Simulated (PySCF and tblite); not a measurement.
Values are calculated unless marked as measured or tabulated.
C8H12Cl2, numbered as in [CH3:1]/[CH:2]=[C:3](\[Cl:4])[CH2:5][CH2:6]/[CH:7]=[C:8](\[CH3:9])[Cl:10]. Level: PBE0-D3(BJ)/pcSseg-1//GFN2-xTB, thermal terms from GFN2-xTB, symmetry numbers and mirror pairs counted. Conformers within 2.5 kcal/mol (GFN2-xTB free energy) were kept, 7 at most. GIAO shieldings: PBE0/pcSseg-1. Shifts are against TMS (¹H), TMS (¹³C) at the same level. (PySCF 2.14, tblite 0.8.)

Torsions listed: Cl4–C3–C5–C6, C3–C5–C6–C7, C5–C6–C7–C8. Of a mirror pair one member is shown.

| conformer | shape | point group | mirror pair | ΔE(DFT) | Δ(G−E) at 350 K | δ C8 (ppm) |
| --- | --- | --- | --- | --- | --- | --- |
| 1 | -77°, -65°, 98° | C1 | yes | 0.00 | 0.00 | 147.0 |
| 2 | 71°, 63°, 100° | C1 | yes | 1.53 | -1.11 | 141.9 |
| 3 | 72°, -176°, 90° | C1 | yes | 1.97 | -0.58 | 145.2 |
| 4 | -69°, 180°, 103° | C1 | yes | 2.05 | -0.91 | 143.3 |
| 5 | -179°, -67°, 141° | C1 | yes | 2.44 | -0.67 | 142.2 |
| 6 | 89°, -65°, 99° | C1 | yes | 2.59 | -0.08 | 146.1 |
| 7 | -86°, 60°, 83° | C1 | yes | 4.06 | -0.25 | 144.1 |

Energies in kcal/mol; the thermal term leaves out symmetry numbers and mirror images.

Problem. Work out the weights at 350 K and the ¹³C shift of C8 under fast exchange.

Solution. RT = 0.696 kcal/mol. Each conformer gets RT ln(σ/g), with σ the rotational symmetry number and g = 2 for a mirror pair: 1: σ = 1, g = 2, G = 0.00 + 0.00 − 0.48 = -0.48, 0.00 above the lowest, exp(−ΔG/RT) = 1.000; 2: σ = 1, g = 2, G = 1.53 − 1.11 − 0.48 = -0.06, 0.42 above the lowest, exp(−ΔG/RT) = 0.544; 3: σ = 1, g = 2, G = 1.97 − 0.58 − 0.48 = 0.91, 1.39 above the lowest, exp(−ΔG/RT) = 0.136; 4: σ = 1, g = 2, G = 2.05 − 0.91 − 0.48 = 0.66, 1.14 above the lowest, exp(−ΔG/RT) = 0.194; 5: σ = 1, g = 2, G = 2.44 − 0.67 − 0.48 = 1.29, 1.78 above the lowest, exp(−ΔG/RT) = 0.078; 6: σ = 1, g = 2, G = 2.59 − 0.08 − 0.48 = 2.02, 2.51 above the lowest, exp(−ΔG/RT) = 0.027; 7: σ = 1, g = 2, G = 4.06 − 0.25 − 0.48 = 3.33, 3.82 above the lowest, exp(−ΔG/RT) = 0.004. The sum is 1.983, so the weights are 50.4, 27.5, 6.9, 9.8, 3.9, 1.4, 0.2 %. The averaged shift is 144.9 ppm. At 298.15 K it is 145.3 ppm. At 298.15 K the leading conformer alone gives 147.0 ppm and bare DFT energies give 146.4 ppm.

For its torsions the set is small; conformers may be missing.
